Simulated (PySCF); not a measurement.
BCl₃ + 3 H₂O → B(OH)₃ + 3 HCl

Level: B3LYP in the def2-TZVP basis family, all electrons, no relativity, computed in PySCF with density fitting; open shells unrestricted.

| species | state and structure | E (Eh) | ZPE (kJ/mol) | H(298 K) − H(0) (kJ/mol) | S° (J/(mol K)) |
| --- | --- | --- | --- | --- | --- |
| BCl₃ | singlet, D3h, B–Cl 1.746 Å (×3) | -1405.66627 | 19.8 | 14.0 | 289.6 |
| H₂O | singlet, C2v, O–H 0.963 Å (×2); H–O–H 105.2° | -76.46303 | 55.6 | 9.9 | 188.8 |
| B(OH)₃ | singlet, C3h, B–O 1.370 Å (×3), O–H 0.962 Å (×3); B–O–H 112.8° (×3), O–B–O 120.0° (×3) | -252.61325 | 127.9 | 14.0 | 270.5 |
| HCl | singlet, C∞v, H–Cl 1.282 Å | -460.83511 | 17.6 | 8.7 | 186.7 |

Question: What is the electronic reaction energy?

Answer: At B3LYP/def2-TZVP, ΔE = -166.0 kJ/mol from the differences of the total energies times 2625.5, downhill. 

Question: Add zero-point, thermal and entropy terms for 298.15 K and 1 bar.

Answer: ΔZPE = -5.9 and Δ[H(298) − H(0)] = -3.6 kJ/mol give ΔH° = -175.5 kJ/mol. ΔS° = -25.4 J/(mol K), so ΔG° = -175.5 − 298.15 × (-0.0254) = -168 kJ/mol.

Each species is the lowest minimum found with this bonding; other isomers or fragments can lie lower.
